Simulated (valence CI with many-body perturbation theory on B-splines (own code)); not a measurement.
The numbers below are computed, except where a source is named.
## Run record, Hg31+

Level of theory: configuration interaction combined with many-body perturbation theory (CI+MBPT): three valence electrons over a frozen Dirac-Fock core [Kr] 4d10, radial functions for each j: 8 s, 8 p, 9 d, 9 f, 6 g, 3 h, 2 i, with the one-electron correlation potential Σ1 (screened to all orders), the two-electron term Σ2, the three-electron term Σ3, Breit, model QED; selected single and double excitations, second order for the rest, scaled by the run's own slope (own B-spline code, finite nucleus).

Command, and the settings that its task file holds:

```sh
python run_cv.py task.json out
```

```
atom Hg  Z=80  mass_number=202  rms_radius_fm=5.4648
core [Kr] 4d10
valence 4f3
avg = 1
basis = L
breit = 1
cap = 40000
capref = 1200
cscale = 1
de = 0.0
dress = 0
eps = 2e-08
extrap = 1
h = 0.27
hh = 1
l2 = 3
lcore = 6
maxit = 60
n2 = 5
natural = 1
nlev = 60
nno = [5, 5, 6, 7, 5, 3, 2]
nroot = 26
nsp = [3, 3, 3, 2, 1, 0, 0]
pt2 = 1
qed = 1
rpa = 1
s1 = 1
s2 = 1
s3 = 1
screen = 1
tol = 2e-05
whole = 1
```

It took 100 s on 1 thread of Intel(R) Xeon(R) Processor @ 2.30GHz (shared host).

Log. The first blocks belong to the next ion, which gives the ionisation energy. Fields: 2J, parity (1 odd), roots, reference size, generating configurations, candidates as configurations/state functions, variational space P, stored matrix elements, Davidson steps; e2 is the range of second-order energies in hartree. The first line gives the box (bohr), its intervals, the orbitals and the steps of their self-consistent field. Window is the range of levels sought, series limit the energy at which the first omitted orbital would enter, core excitation an estimate of the first excitation out of the core, left out the lowest levels not solved, and shifts from estimates the range by which levels moved from their first estimate, all in cm⁻¹.

```
rmax 4.7 intervals 58 orbitals 82 references ['4f3', '4f2 5s', '4f2 5p', '4f2 5d', '4f 5s2'] scf 4 t 1.6
2J=8 par=0 roots 2 ref 30 generators 3 cand 1186/1186 P 717/717 nnz 0 it 0
2J=8 par=0 roots 2 ref 30 generators 4 cand 499/499 P 968/968 nnz 0 it 0
   second order: generators 7 cand 248/248 e2 -0.00000 -0.00000
2J=4 par=0 roots 2 ref 45 generators 3 cand 1145/1145 P 813/813 nnz 0 it 0
2J=4 par=0 roots 2 ref 45 generators 4 cand 377/377 P 1016/1016 nnz 0 it 0
   second order: generators 6 cand 174/174 e2 -0.00000 -0.00000
2J=10 par=0 roots 2 ref 15 generators 2 cand 937/937 P 607/607 nnz 0 it 0
2J=10 par=0 roots 2 ref 15 generators 6 cand 345/345 P 752/752 nnz 0 it 0
   second order: generators 11 cand 200/200 e2 -0.00000 -0.00000
reference levels 725, estimated 88, window 1523799 1/cm; series limit 5681594, core excitation 1904748
2J=9 par=1 roots 8 ref 62 generators 6 cand 3806/11695 P 2227/7932 nnz 1.5e+07 it 5
2J=9 par=1 roots 8 ref 62 generators 8 cand 3673/10147 P 3081/10607 nnz 2.6e+07 it 5
   second order: generators 12 cand 6847/20453 e2 -0.00002 -0.00000
2J=11 par=1 roots 6 ref 46 generators 4 cand 3321/9748 P 2026/7107 nnz 1.3e+07 it 4
2J=11 par=1 roots 6 ref 46 generators 7 cand 3213/8298 P 2740/9375 nnz 2.1e+07 it 5
   second order: generators 10 cand 5328/15900 e2 -0.00002 -0.00000
2J=3 par=1 roots 7 ref 56 generators 8 cand 4801/11285 P 2465/6306 nnz 9e+06 it 5
2J=3 par=1 roots 7 ref 56 generators 9 cand 3329/7535 P 3248/8221 nnz 1.4e+07 it 4
   second order: generators 13 cand 6674/16452 e2 -0.00003 -0.00000
2J=5 par=1 roots 8 ref 70 generators 8 cand 5480/15227 P 2421/7999 nnz 1.5e+07 it 4
2J=5 par=1 roots 8 ref 70 generators 9 cand 3819/9797 P 3305/10542 nnz 2.4e+07 it 4
   second order: generators 11 cand 6006/17707 e2 -0.00003 -0.00000
2J=13 par=1 roots 4 ref 27 generators 5 cand 3469/9371 P 2009/5915 nnz 8.5e+06 it 5
2J=13 par=1 roots 4 ref 27 generators 6 cand 2348/5982 P 2730/7861 nnz 1.4e+07 it 4
   second order: generators 8 cand 4133/11954 e2 -0.00002 -0.00000
2J=7 par=1 roots 8 ref 72 generators 8 cand 5559/16577 P 2167/7998 nnz 1.5e+07 it 4
2J=7 par=1 roots 8 ref 72 generators 8 cand 4074/11148 P 3154/11157 nnz 2.8e+07 it 4
   second order: generators 12 cand 8918/28938 e2 -0.00003 -0.00000
2J=15 par=1 roots 3 ref 16 generators 3 cand 1420/3721 P 1229/3742 nnz 4e+06 it 3
...
2J=11 par=0 roots 1 ref 41 generators 2 cand 2724/8447 P 1842/6017 nnz 8.3e+06 it 4
   second order: generators 5 cand 6280/20383 e2 -0.00003 -0.00003
2J=13 par=0 roots 1 ref 30 generators 2 cand 2402/7360 P 1314/3308 nnz 2.7e+06 it 3
2J=13 par=0 roots 1 ref 30 generators 2 cand 2068/6322 P 1972/5399 nnz 7e+06 it 3
   second order: generators 5 cand 4814/14337 e2 -0.00002 -0.00002
2J=1 par=0 roots 1 ref 23 generators 3 cand 2089/3465 P 1687/2679 nnz 1.4e+06 it 3
2J=1 par=0 roots 1 ref 23 generators 5 cand 4340/7055 P 2187/3572 nnz 2.6e+06 it 4
   second order: generators 5 cand 3840/6162 e2 -0.00001 -0.00001
left out: unestimated 2242811, estimated 1644636, shifts from estimates -7 to 38
operators 4.5
```

The Davidson iterations converged.

No measured spectrum was set against this ion. As an estimate, large intervals hold to a few tenths of a per cent, small ones and those within an open d or f shell to about a per cent. Core correlation moves these levels by up to 7200 cm⁻¹, and in measured spectra 5 to 20 % of such shifts remained as error; rates that hang on mixing are uncertain with them. The list stops below the first excitations out of the core.

```
Valence energy                            : -133.006 hartree
Ionisation energy                         : 1148.8 eV (NIST: 1160 ± 60 eV (theoretical))
Reference configurations for the orbitals : 4f3, 4f2 5s, 4f2 5p, 4f2 5d, 4f 5s2
Radial orbitals                           : 82
Box radius                                : 4.667 bohr
Largest variational space                 : 11157
Lowest levels                             : (4f5/2^3) J=9/2 0.000, (4f5/2^2 4f7/2) J=11/2 [a] 4.709, (4f5/2^3) J=3/2 5.267, (4f5/2^2 4f7/2) J=9/2 8.008, (4f5/2^3) J=5/2 8.008, (4f5/2^2 4f7/2) J=13/2 8.104, (4f5/2^2 4f7/2) J=5/2 [a] 9.681, (4f5/2^2 4f7/2) J=3/2 [a] 9.742, (4f5/2^2 4f7/2) J=7/2 [a] 9.881, (4f5/2^2 4f7/2) J=15/2 [a] 10.677, (4f5/2^2 4f7/2) J=7/2 [b] 11.726, (4f5/2 4f7/2^2) J=13/2 [a] 13.227, (4f5/2^2 4f7/2) J=11/2 [b] 13.385, (4f5/2 4f7/2^2) J=9/2 [a] 13.462 eV
```

Levels are named by their leading jj configuration (3d3/2^4 stands for four electrons in 3d with j = 3/2), which in mixed levels can hold well under half, so a name can repeat and another be missing. Letters in brackets count levels of one name in rising energy.
